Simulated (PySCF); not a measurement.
bromine (Br2), SMILES BrBr.

Geometry: B3LYP-D3(BJ)/def2-TZVP.

Two levels are set side by side: PBE/def2-TZVPD (PySCF) and CAM-B3LYP/def2-TZVPD (PySCF). Same geometry, gas phase. Differences are taken from unrounded values.

```json
[
 {"quantity": "orbital gap (eV)", "CAM-B3LYP": "6.81", "PBE": "2.22", "PBE minus CAM-B3LYP": "-4.59"},
 {"quantity": "highest occupied level (eV)", "CAM-B3LYP": "-9.52", "PBE": "-6.91", "PBE minus CAM-B3LYP": "2.61"},
 {"quantity": "lowest empty level (eV)", "CAM-B3LYP": "-2.71", "PBE": "-4.69", "PBE minus CAM-B3LYP": "-1.98"},
 {"quantity": "mean polarisability (bohr³)", "CAM-B3LYP": "45.7", "PBE": "46.7", "PBE minus CAM-B3LYP": "1.0"}
]
```

Without exact exchange PBE keeps part of each electron's self-repulsion, which lifts occupied levels and narrows the gap. Differences between two approximate levels are no errors against the true value.

Rough cost on one machine, each run with all the roots and properties that it gave: CAM-B3LYP against PBE within a factor of 2.
